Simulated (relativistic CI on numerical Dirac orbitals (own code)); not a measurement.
I XXXIV: q coefficients and field-shift factors

Computed by Dirac-Coulomb-Breit CI, separate exchange-only KLI orbitals for each configuration, derivatives by finite differences, unscaled Slater integrals, QED left out (own radial code, finite nucleus).

Configuration list (outside the closed core [Ne]): 3s2 3p6 3d2, 3s2 3p5 3d3, 3s 3p6 3d3, 3s2 3p6 3d 4s, 3s2 3p6 3d 4p, 3s2 3p6 4s2. Double excitations out of closed p, d and f shells are left out; levels of such configurations are missing from the list, as are those of other unlisted configurations, and high levels can miss mixing partners.

With x = (α/α₀)² − 1 an excitation energy changes as ω = ω₀ + qx; K = 2q/ω₀ is the relative enhancement. Terms are leading LS components, so labels can repeat. The field-shift factor is F = δν/δ⟨r²⟩ for the transition from the lowest level.

Lowest level 3s2 3p6 3d2 3F_2.

```
            Level  ω₀ (cm⁻¹)  q (cm⁻¹)  F (GHz/fm²)
 3s2 3p6 3d2 3F_3     104232    115500         1.05
 3s2 3p6 3d2 3P_0     109553     18440       0.0665
 3s2 3p6 3d2 3P_2     162367    112900        0.838
 3s2 3p6 3d2 3F_4     163895    139100          1.3
 3s2 3p6 3d2 3P_1     182420    118700        0.803
 3s2 3p6 3d2 1G_4     265742    209800         1.94
 3s2 3p6 3d2 3P_2     292119    235800         1.91
 3s2 3p6 3d2 1S_0     442131    219200         2.48
3s2 3p5 3d3 5F°_2    1374400     66180         3.98
3s2 3p5 3d3 5D°_1    1382190     77360         3.89
3s2 3p5 3d3 5D°_0    1403443     92210            4
3s2 3p5 3d3 5F°_3    1419754    116800         4.49
3s2 3p5 3d3 5D°_3    1463804    110900         4.37
```

At this charge energies of transitions that change n are usually good to better than 1 %, and those within a shell (Δn = 0) to a few per cent. Terms inside the open d or f shell come out 10 to 20 % too wide with unscaled integrals.

Question: Which transition from the lowest level has the largest |K|?

Answer: 3s2 3p6 3d2 3F_3 at 104232 cm⁻¹, K = 2.22.
